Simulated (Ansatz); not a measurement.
Calculated with Ansatz (gas phase, PBE0-D4/def2-TZVP geometries, no zero-point term in ΔE). CCSD(T)/CBS is the MP2 limit (def2-TZVPP, def2-QZVPP) plus CCSD(T) − MP2 in def2-TZVPP, frozen cores. Functionals use def2-TZVPP. B3LYP here is the variant with VWN-RPA as its local correlation; programs differ in this. Each species was taken in one conformer, which may not be the lowest.

Reaction (isomerisation): `FC1=CO[SiH2]C1` → `FCOC1=C[SiH2]1`

(1) Is it downhill or uphill in electronic energy at CCSD(T)/CBS, and by how much? (Estimate.)

(2) What do these levels give: PBE-D4, r2SCAN-D4, B3LYP-D4, ωB97M-V, B2PLYP, PBE, r2SCAN, PBE0, B3LYP, HF/def2-QZVPP, HF/CBS(def2), CCSD/CBS(def2)? (An estimate is asked.)

Largest T1 diagnostic among the species: 0.013.

Answers

(1) Computed: Uphill: ΔE = +246.7 kJ/mol.

(2) Ansatz gave: PBE-D4 230.1, r2SCAN-D4 238.9, B3LYP-D4 241.0, ωB97M-V 243.3, B2PLYP 240.4, PBE 227.4, r2SCAN 238.5, PBE0 237.9, B3LYP 236.5, HF/def2-QZVPP 248.0, HF/CBS(def2) 248.1, CCSD/CBS(def2) 249.5 kJ/mol.

The D4 term adds +4.5 kJ/mol with B3LYP and +2.1 kJ/mol with PBE0; it sums over pairs of atoms, weighted by their polarisabilities, and B3LYP, whose exchange is more repulsive, gets the larger term. From PBE to PBE0 (25 % exact exchange), in def2-TZVPP and without D4, ΔE moves by +10.5 kJ/mol.
